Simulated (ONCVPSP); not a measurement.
**Cutoff test, oxygen, ONCV**

```
Element                 : oxygen (O)
Generator               : ONCVPSP 4.0.1
Type                    : optimised norm-conserving Vanderbilt (ONCV)
Functional              : LDA (Perdew-Wang 92)
Relativity              : scalar-relativistic
Frozen core             : [He]
Valence charge          : 6
Reference configuration : 2s2 2p4
Partial waves           : 2s: rc 0.90 bohr, ncon 4, nbas 7, qcut 9.1 1/bohr, 2 projectors, debl 0.8 Ha; 2p: rc 1.85 bohr, ncon 4, nbas 8, qcut 7.2 1/bohr, 1 projector; d scattering state at 0.03 Ha: rc 1.40 bohr, ncon 5, nbas 8, qcut 7 1/bohr, 3 projectors, debl 3.9 Ha
Local potential         : polynomial inside 0.80 bohr (lpopt 5, dvloc0 3 Ha)
Core correction         : Teter function, fcfact 2.25, rcfact 1.3
```

In the s channel the program set the typed energies aside and used -0.873, 0.250 Ha.

Q: For each optimised wave give the share of its norm inside rc, the residual kinetic energy above qcut (Ha) and the cutoffs (Ha) for errors of 10, 1, 0.1 and 0.01 mHa per electron.

A:

| wave | norm inside rc | residual KE | 10 mHa | 1 mHa | 0.1 mHa | 0.01 mHa |
| --- | --- | --- | --- | --- | --- | --- |
| 2s | 0.362 | 4.3e-04 | 26.0 | 37.1 | 103.9 | 148.7 |
| s projector 2 | 0.051 | 7.9e-05 | 15.4 | 30.0 | 40.6 | 80.1 |
| 2p | 0.825 | 5.5e-06 | 15.4 | 19.3 | 22.3 | 25.7 |
| d projector 1 | 0.000 | 6.6e-07 | 0.0 | 0.0 | 0.1 | 0.6 |
| d projector 2 | 0.144 | 1.7e-03 | 17.5 | 26.4 | 53.5 | 114.8 |
| d projector 3 | 0.092 | 1.3e-02 | 25.8 | 34.3 | 60.1 | 153.1 |

The occupied waves need 37 Ha and 104 Ha for 1 and 0.1 mHa. Rows with under 1 % of the norm inside rc give no meaningful cutoff. Note: ghosts flagged at negative energy: d at -27.8 eV; GHOST(+) flags only above 600 eV. A true bound ghost makes a file unfit for plane-wave use. Its largest configuration-test error is +5606 meV.
